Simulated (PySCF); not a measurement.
Below is a simulated gas-phase C 1s photoelectron spectrum of `NBC1CCCC1`.

Every computed line was given a Gaussian of 0.7 eV full width at half maximum and an area set by the number of equivalent atoms; the highest printed point is 100. Method used: delta-SCF UKS SCAN, pcX-2 on the ionised atom, pcseg-1 elsewhere, spin-free X2C in PySCF 2.14.0.

binding energy (eV), intensity and a bar:
```
    288.5          0 
    288.6          0 
    288.7          1 
    288.8          1 
    288.9          3 #
    289.0          6 ##
    289.1         10 ###
    289.2         16 #####
    289.3         23 #######
    289.4         31 #########
    289.5         41 ############
    289.6         52 ################
    289.7         66 ####################
    289.8         81 ########################
    289.9         93 ############################
    290.0        100 ##############################
    290.1         98 #############################
    290.2         87 ##########################
    290.3         69 #####################
    290.4         50 ###############
    290.5         32 ##########
    290.6         18 #####
    290.7          9 ###
    290.8          4 #
    290.9          2 #
    291.0          1 
    291.1          0
```

Question: Count the maxima, the lines and the sites behind this envelope.

Answer: The curve has 1 maximum (at 290.0 eV). Under it lie 3 lines from 3 inequivalent carbon sites. At this width some lines have no maximum of their own.

Question: Decompose the envelope and assign each component. Numbering: `[NH2:1][BH:2][CH:3]1[CH2:4][CH2:5][CH2:6][CH2:7]1`.

Answer: 
```
position (eV)  relative area  line  atoms                environment
       289.51              1  C 1s     C3  sp3 carbon bound to boron
       290.03              2  C 1s  C4/C7            ring CH2 carbon
       290.08              2  C 1s  C5/C6            ring CH2 carbon
```

The listed C 1s values span 0.57 eV, from C3 (bonded to 2 C, H and B) to C5/C6 (bonded to 2 C and 2 H). The widest gap between neighbouring values is 0.52 eV, between 289.51 and 290.03 eV. Summing the Pauling electronegativity differences to the bonded atoms, each weighted by its formal bond order, gives -0.86 for the lowest site and -0.70 for the highest; no listed site has a larger sum than the highest. The values 290.03 and 290.08 eV lie too close for their order to be trusted.

The curve has no shake-up lines and no vibrational structure. Topologically equivalent atoms share the value of their first member; where this conformer doesn't relate them by symmetry, their own values could differ. Geometry: PBE0-D3(BJ)/def2-SVP, one conformer, isolated molecule.

The run took 49 s wall on Arm Neoverse V2, one thread, shared host.
